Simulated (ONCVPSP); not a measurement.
**Before and after: ONCV potential for technetium (Tc)**

ONCVPSP 4.0.1 input, shortened (lines: element, Z, core and valence counts, functional; n l f; lmax; l rc ep ncon nbas qcut; lloc lpopt rc5 dvloc0; l nproj debl; icmod fcfact rcfact), PBE, scalar-relativistic:

```
  Tc 43.00    6    4        4      upf
    1    0    2.00
    2    0    2.00
    2    1    6.00
    3    0    2.00
    3    1    6.00
    3    2   10.00
    4    0    2.00
    4    1    6.00
    4    2    5.00
    5    0    1.00
    2
    0    1.75    0.00    3    7    7.20
    1    1.65    0.00    5   10   10.20
    2    1.50    0.00    4    9    7.00
    4    5    1.15    0.00
    0    2    3.50
    1    1    3.90
    2    1    0.40
    1    0.50    0.00
```

Change: d: qcut 4.7.

Cutoffs: the cutoffs (Ha) at which the residual kinetic energy of the hardest occupied pseudo-wave falls to 1 and 0.1 mHa per electron; they do not see the model core or the augmentation charge, which bear on the density cutoff. Errors are all-electron minus pseudo energies relative to the spin-unpolarised reference configuration.

Task: Predict the effect on cutoff, ghosts and configuration errors.

Result: The potential gets harder (32 Ha and 38 Ha → 121 Ha and 140 Ha); of the 4 tests that both files solve, the error grows in 1 and shrinks in 0 by more than 15 % and 0.3 meV (median size 0.5 → 0.8 meV); neither file shows a bound ghost.

| quantity | base | changed |
| --- | --- | --- |
| cutoff, loose | 32 Ha | 121 Ha |
| cutoff, tight | 38 Ha | 140 Ha |
| loose cutoff by channel | s 17 Ha, p 32 Ha, d 21 Ha | s 17 Ha, p 32 Ha, d 121 Ha |
| bound ghosts | none | none |
| GHOST(+) flags under 300 eV | s at 134.8 eV | s at 134.8 eV |
| error for 4s2 4p6 4d5 5s2, meV [ΔE -8.15 eV] | +0.5 | +0.4 |
| error for 4s2 4p6 4d5 5s0, meV [ΔE 14.85 eV] | -4.1 | -4.3 |
| error for 4s2 4p6 4d4 5s0, meV [ΔE 43.56 eV] | -0.3 | -1.1 |
| error for 4s2 4p6 4d5.5 5s1.5, meV [ΔE -8.79 eV] | +0.6 | +0.4 |
| s: phases at 1.77 bohr within 0.05 rad from the reference energy up to (Ha; the scan ends near 5) | 4.3 | 4.3 |
| p: phases at 1.68 bohr within 0.05 rad from the reference energy up to (Ha; the scan ends near 5) | 0.8 | 0.8 |
| d: phases at 1.53 bohr within 0.05 rad from the reference energy up to (Ha; the scan ends near 5) | 3.9 | 4.0 |
| rms error of d²Exc/dni dnj with the model core, mHa | 1.57 | 1.60 |
